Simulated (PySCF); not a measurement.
# Oxygen: a sound run and one with changed settings

Sound run: O⁺ [He] 2s2 2p3, O²⁺ [He] 2s2 2p2. Computed with PySCF 2.14 in jorge-DZP-DKH, with scalar relativity by spin-free X2C-1e. In the sound run the correlated levels freeze 1s2. The sound run starts from symmetry-adapted Hartree-Fock orbitals and uses a fine grid where one is needed.

Changed run: basis STO-3G, all-electron and non-relativistic. This setting is unsound on purpose.

| species | method | sound run (hartree) | changed run (hartree) | converged |
| --- | --- | --- | --- | --- |
| O⁺ | UHF | -74.41662 | -73.44358 | yes |
| O⁺ | PBE | -74.53682 | -73.52932 | yes |
| O⁺ | BP86 | -74.60745 | -73.59914 | yes |
| O⁺ | MP2 | -74.48350 | -73.44358 | yes |
| O²⁺ | UHF | -73.13954 | -72.10797 | yes |
| O²⁺ | PBE | -73.23338 | -72.17774 | yes |
| O²⁺ | BP86 | -73.30396 | -72.24789 | yes |
| O²⁺ | MP2 | -73.19471 | -72.11973 | yes |
| O²⁺ | CCSD(T) | -73.21727 | -72.12986 | yes |

Ionisation energy of O⁺:

```
 method  sound run (eV)  changed run (eV)
    UHF          34.751            36.344
    PBE          35.468            36.778
   BP86          35.470            36.769
    MP2          35.070            36.024
SCS-MP2          34.899            35.960
```

A minimal basis cannot let orbitals breathe on ionisation and holds almost no correlation. The Hamiltonian changed with the basis, so the totals do not compare.

For comparison, NIST gives 35.121 eV between the lowest levels.
